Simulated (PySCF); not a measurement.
# [VCl6]4-: what the settings change

[VCl6]4-: V(II) (d3), charge -4. The structure is a PBE0-D3(BJ)/def2-SVP, IEF-PCM water geometry optimised for multiplicity 4; coordination octahedral, point group Oh, metal–donor distances 2.60 Å.

```
7

V     0.000    0.000    0.000
Cl    0.000    0.000    2.597
Cl    0.000    0.000   -2.597
Cl    2.597    0.000    0.000
Cl   -2.597    0.000    0.000
Cl    0.000    2.597    0.000
Cl    0.000   -2.597    0.000
```

Method (PySCF 2.14, density fitting): CASSCF(3,5) with orbitals averaged over all microstates of the shell, strongly contracted NEVPT2 on the averaged canonical orbitals; basis x2c-TZVPall on the metal, x2c-SVPall elsewhere; spin-free X2C; IEF-PCM water; spin-orbit coupling by state interaction with the mean-field operator over all roots.

Base run: NEVPT2 ground state 4A2g, next 4T2g at 7286, then 4T1g at 12157 cm⁻¹, 10Dq(CASSCF) 6407, B(CASSCF) 910, ζ 163 cm⁻¹, g 1.948 1.948 1.948, μeff(300 K) 3.85 μB.

Problem. What happens with the basis x2c-TZVPall on all atoms?

Solution. NEVPT2 ground state 4A2g, next 4T2g at 7060, then 4T1g at 11797 cm⁻¹, 10Dq(CASSCF) 6257, B(CASSCF) 906, ζ 162 cm⁻¹, g 1.946 1.946 1.946, μeff(300 K) 3.85 μB. It took 48 s against 26 s on a shared host of the same kind.

Problem. What happens with orbitals averaged over the highest spin alone?

Solution. NEVPT2 ground state 4A2g, next 4T2g at 7160, then 4T1g at 11972 cm⁻¹, 10Dq(CASSCF) 6420, B(CASSCF) 929, ζ 167 cm⁻¹, g 1.944 1.944 1.944, μeff(300 K) 3.84 μB.

NEVPT2 lifts 4T2g from 6159 to 7286 cm⁻¹; on the d shell alone it tends to overshoot states that fill the eg-type orbitals.
